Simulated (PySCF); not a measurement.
**Vertical excitation energies**

Species: C7H5FO2.
SMILES: `O=C(O)C1=CC=CC(F)=C1`

Method used: TDDFT CAM-B3LYP/def2-SVPD, vertical, gas phase, core orbitals frozen in the response in PySCF. The structure is a single GFN2-xTB conformer in the gas phase; no vibrational or solvent corrections. Torsions of this conformer, `[O:1]=[C:2]([OH:3])[c:4]1[cH:5][cH:6][cH:7][c:8]([F:9])[cH:10]1`: O1–C2–C4–C5 0°, H–O3–C2–O1 0°.

| state | E (eV) | λ (nm) | ν̃ (cm⁻¹) | f | symmetry | main configurations (H = HOMO, L = LUMO) |
| --- | --- | --- | --- | --- | --- | --- |
| S1 | 5.02 | 246.8 | 40510 | 0.045 | A′ | H→L (77%), H-1→L+1 (12%) |
| S2 | 5.18 | 239.3 | 41790 | 0.0000 | – | H-2→L (87%), H-2→L+6 (10%) |
| S3 | 5.70 | 217.3 | 46010 | 0.173 | A′ | H-1→L (71%), H→L+1 (18%), H→L (10%) |
| S4 | 6.76 | 183.4 | 54530 | 0.454 | A′ | H→L+1 (68%), H-1→L (20%) |
| S5 | 6.96 | 178.1 | 56130 | 0.399 | A′ | H-1→L+1 (72%), H→L (9%) |
| S6 | 7.35 | 168.7 | 59270 | 0.0000 | – | H→L+2 (53%), H→L+3 (40%) |
| S7 | 7.41 | 167.3 | 59770 | 0.072 | A′ | H-3→L (69%), H-2→L+2 (19%) |
| S8 | 7.55 | 164.2 | 60890 | 0.0011 | – | H-4→L (71%), H-2→L+1 (19%) |

Triplets (Tamm–Dancoff): T1 3.82 eV, H→L (46%), H-1→L (34%), H→L+1 (12%); T2 4.20 eV, H→L (49%), H-1→L (36%); T3 4.69 eV, H→L+1 (71%), H-1→L (23%).

The lowest singlet comes at 247 nm (485 kJ/mol) in the ultraviolet; it is of moderate strength; its leading configuration is HOMO→LUMO (77%). The most intense listed level is S4 at 6.76 eV (183 nm, f = 0.454), 1.74 eV above S1. Löwdin shares by element: HOMO carbon 53% or more, fluorine 11% (atoms not listed hold the other 36%); LUMO carbon 45% or more, oxygen 12% or more (atoms not listed hold the other 43%). Orbital energies (eV): HOMO-3 -11.15, HOMO-2 -9.97, HOMO-1 -9.34, HOMO -8.87, LUMO -0.76, LUMO+1 0.45, LUMO+2 0.91. The oscillator strengths of these states sum to 1.143; summed over the whole spectrum of an exact calculation they would give the number of electrons, 72 (Thomas–Reiche–Kuhn). Weighted by f, the mean energy of these states is 6.64 eV. Symmetry labels in Cs follow from the direction of the transition dipole and are given only for states with f of 0.002 or more. Singlets were solved by full linear response, triplets in the Tamm–Dancoff approximation.
